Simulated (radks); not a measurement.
Kinetic energies: the exact non-interacting value of the Kohn-Sham orbitals and orbital-free approximations, as 100 (|E| - |E exact|)/|E exact|, negative where the magnitude is too small. Species: Li [He] 2s1; C2+ [He] 2s2. Method: non-relativistic Kohn-Sham, PBE, spin-polarised, spherical densities, point nucleus; computed with a radial shooting solver on a logarithmic mesh with Libxc functionals. Every spin shell is full or empty, so the densities are truly spherical. Functionals are evaluated on that one density, not self-consistently.

| functional | Li | C2+ |
|---|---|---|
| exact (hartree) | 7.41580 | 36.3762 |
| Thomas-Fermi | -10.26 | -10.48 |
| von Weizsacker | -2.71 | -9.32 |
| TF + vW/9 | +0.55 | -0.41 |
| LC94 | +0.33 | -0.39 |
| revAPBEK | +1.14 | +0.42 |
| LKT | +57.62 | +51.83 |
| PG1 | +50.11 | +44.54 |
| Ernzerhof | +3.36 | +1.58 |
